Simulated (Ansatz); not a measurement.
Basis-set series for `[O][Al]([F])[F]` radical. Total charge 0; spin multiplicity 2. Geometry: relaxed with PBE0-D4/def2-TZVP.

```tsv
functional	basis	functions	energy (Eh)	HOMO (eV)	LUMO (eV)
PBE0-D4	def2-SVP	60	-516.76284	-9.54	-4.77
PBE0-D4	def2-QZVPP	241	-517.22884	-9.85	-5.03
ωB97M-V	def2-SVP	60	-517.06552	-11.97	-2.40
ωB97M-V	def2-QZVPP	241	-517.53563	-12.35	-2.79
```

(1) Give the rows for def2-TZVPP. (Best estimate.)

## Answers

(1) Computed: 
```json
{"functional": "PBE0-D4", "basis": "def2-TZVPP", "functions": "135", "energy (Eh)": "-517.20420", "HOMO (eV)": "-9.81", "LUMO (eV)": "-4.99"}
{"functional": "ωB97M-V", "basis": "def2-TZVPP", "functions": "135", "energy (Eh)": "-517.51277", "HOMO (eV)": "-12.29", "LUMO (eV)": "-2.73"}
```

HOMO and LUMO are taken over both spins.
